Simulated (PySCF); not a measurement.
Geometry:
```
atom  x (Å)   y (Å)   z (Å)
 Si1  1.325   0.580   1.585
  C2  2.417  -0.239   0.277
  C3  3.404   0.681  -0.450
 Si4  4.799   1.383   0.593
 Cl5  5.687  -0.178   1.635
  H6  0.301  -0.395   2.069
  H7  2.132   1.047   2.754
  H8  0.626   1.767   0.998
  H9  1.738  -0.715  -0.452
 H10  2.961  -1.065   0.767
 H11  2.883   1.544  -0.906
 H12  3.885   0.147  -1.287
 H13  5.835   2.004  -0.279
 H14  4.324   2.382   1.592
```

Geometry: PBE0-D3(BJ)/def2-SVP; GIAO absolute shieldings from PySCF, gas phase, non-relativistic, averaged over equivalent atoms.

At BHandHLYP/pcSseg-1 (151 basis functions, 15 s wall time on 1 thread of an Arm Neoverse V1, shared host):
```csv
atoms,σ (ppm)
Si4,365.1
Si1,422.2
C3,172.1
C2,183.2
Cl5,1024.2
H13/H14,26.60
H6/H7/H8,27.70
H9/H10,30.48
H11/H12,30.55
```

Estimate the result of repeating the calculation with PBE0/pcSseg-2.

## Answers


```tsv
atoms	σ at PBE0/pcSseg-2	change
Si4	350.2	-14.9
Si1	408.7	-13.5
C3	170.3	-1.8
C2	182.2	-1.0
Cl5	1002.3	-21.9
H13/H14	26.07	-0.53
H6/H7/H8	27.31	-0.39
H9/H10	30.07	-0.41
H11/H12	30.08	-0.47
```

The largest change is at Cl5 (chlorine bonded to Si). Cost: 327 basis functions, 63 s wall time on 1 thread of an Arm Neoverse V1, shared host.
